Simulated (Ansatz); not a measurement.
Spectroscopic constants of Ag2, multiplicity 3 (not the ground state: that is measured with 2S+1 = 1). No spin–orbit coupling.

The constants come from a fifth-degree fit in 1/R (seven points, main isotopes). In def2 and cc sets the state is the lowest found near the PBE0 minimum, followed along R.

Correlated levels freeze the inner cores; with def2 sets outer-core shells near the valence are correlated too.

The values were computed with Ansatz (a quantum-chemistry and plane-wave program). Each number belongs to the level named beside it. In def2 rows elements past Kr take small-core potentials, without spin–orbit coupling.

Energies at CCSD(T)/def2-TZVPP:

```json
[
 {"R (Å)": "2.967136", "E (hartree)": "-293.51613653"},
 {"R (Å)": "3.046898", "E (hartree)": "-293.51659462"},
 {"R (Å)": "3.120279", "E (hartree)": "-293.51685823"},
 {"R (Å)": "3.203231", "E (hartree)": "-293.51702882"},
 {"R (Å)": "3.286183", "E (hartree)": "-293.51710586"},
 {"R (Å)": "3.381897", "E (hartree)": "-293.51711943"},
 {"R (Å)": "3.493564", "E (hartree)": "-293.51707455"}
]
```

**Question.** With a reduced mass of 53.4525 u, find the minimum, the force constant and the constants.

**Answer.** A fifth-degree polynomial in 1/R puts the minimum at r_e = 3.3534 Å with force constant 2.71 N/m. Then ω_e = (1/2πc)√(k/μ) = 29 cm⁻¹ and B_e = h/(8π²cμr_e²) = 0.02805 cm⁻¹; the cubic and quartic terms give α_e = 0.00084 and ω_e x_e = 1.1 cm⁻¹.
